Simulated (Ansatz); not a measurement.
```yaml
crystal:
  periodic: [false, false, false]
  atoms:
    - {symbol: F, position_ang: [-2.056763, -4.947668, 2.163111]}
    - {symbol: B, position_ang: [-0.975269, -2.580819, 0.878585]}
    - {symbol: Al, position_ang: [2.932008, -0.466888, -0.058861]}
    - {symbol: Si, position_ang: [-2.016322, 1.488498, 0.376995]}
    - {symbol: H, position_ang: [6.107469, 0.496300, -1.138119]}
    - {symbol: H, position_ang: [-4.278877, 3.777921, -0.334431]}
    - {symbol: H, position_ang: [0.422396, 2.083058, -1.987599]}
basis:
  gaussian: {orbitals: aug-cc-pVTZ}
hamiltonian: {xc: {name: BLYP}, dispersion: d3bj}
output: {forces: true}
```

```sh
$ ansatz run in.yaml --threads 2 --pin off --events-out ev --progress --plain --max-ram 4352MiB
```

It prints (some lines left out):

```
Functional definition: BLYP
1319 factors; their error is unknown
mean field evaluation 1: about -17874.9116 eV, gradient 6.8e1 eV
mean field evaluation 2: about -17388.0833 eV, gradient 2.4e2 eV
mean field evaluation 4: about -17428.8371 eV, gradient 2.2e2 eV
mean field evaluation 8: about -17893.7390 eV, gradient 2.6e1 eV
mean field evaluation 16: about -17898.6571 eV, gradient 5.5e-4 eV
mean field -17898.65708493 eV, -657.7635157256 hartree, gradient 2.3e-5 eV, S^2 0.000000; 6 other end points of the search recorded, 0 dependent functions left out
reference -17898.65770995 eV, -657.7635386946 hartree; 22, 22 occupied and 239, 239 virtual orbitals, 1319 factors
Total energy: -17898.88064048 eV, -657.7717312406 hartree
Atom 0 at    -2.056763    -4.947668     2.163111 Å, force     0.653712     1.400431    -0.744511 eV/Å
Atom 1 at    -0.975269    -2.580819     0.878585 Å, force    -0.597430    -1.111963     0.668430 eV/Å
Atom 2 at     2.932008    -0.466888    -0.058861 Å, force     0.439416     0.300152    -0.308680 eV/Å
Atom 3 at    -2.016322     1.488498     0.376995 Å, force    -0.055992     0.711753    -0.845744 eV/Å
Atom 4 at     6.107469     0.496300    -1.138119 Å, force    -0.692390    -0.209606     0.237336 eV/Å
Atom 5 at    -4.278877     3.777921    -0.334431 Å, force     0.793137    -0.773802     0.235999 eV/Å
Atom 6 at     0.422396     2.083058    -1.987599 Å, force    -0.540453    -0.316965     0.757171 eV/Å
Dipole moment:     0.807247     0.733568     0.037270 e Å
```

(1) Something in this input is off. What?

## Answers

(1) The geometry is stretched to more than twice its size. The run converged. The result belongs to that input, not to the molecule as meant.
